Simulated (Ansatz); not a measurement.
Consider the germylene formation by 1,1-elimination: `[OH][GeH]([F])[GeH3]` → `[F][GeH]` + `[OH][GeH3]`.

Computed with Ansatz on PBE0-D4/def2-TZVP structures; ΔE is electronic, products minus reactants. CCSD(T)/CBS is the MP2 limit (def2-TZVPP, def2-QZVPP) plus CCSD(T) − MP2 in def2-TZVPP, frozen cores. DFT in def2-TZVPP. HSE06 is defined as in plane-wave codes. For Ge outer-core shells are correlated without core-valence functions, which leaves a few kJ/mol of doubt a bond. Scalar relativity is left out up to krypton. Each species was taken in one conformer, which may not be the lowest.

CCSD(T)/CBS gives +39.9 kcal/mol.

(1) Another level gave +40.6 kcal/mol. Which?
A. HSE06/def2-TZVPP
B. B97M-V/def2-TZVPP
C. LDA (SPW92)/def2-TZVPP
D. CAM-B3LYP-D4/def2-TZVPP

Largest T1 diagnostic among the species: 0.014.

Answers

(1) A. HSE06 40.6, B97M-V 39.3, CAM-B3LYP-D4 38.0, LDA (SPW92) 47.3 kcal/mol.

In def2-TZVPP, CCSD(T) changes the Hartree–Fock value by +7.3 kcal/mol (the triples alone add +0.8 kcal/mol) and MP2 by +10.0 kcal/mol. From r2SCAN to r2SCAN0 (25 % exact exchange), in def2-TZVPP and without D4, ΔE moves by +1.2 kcal/mol.
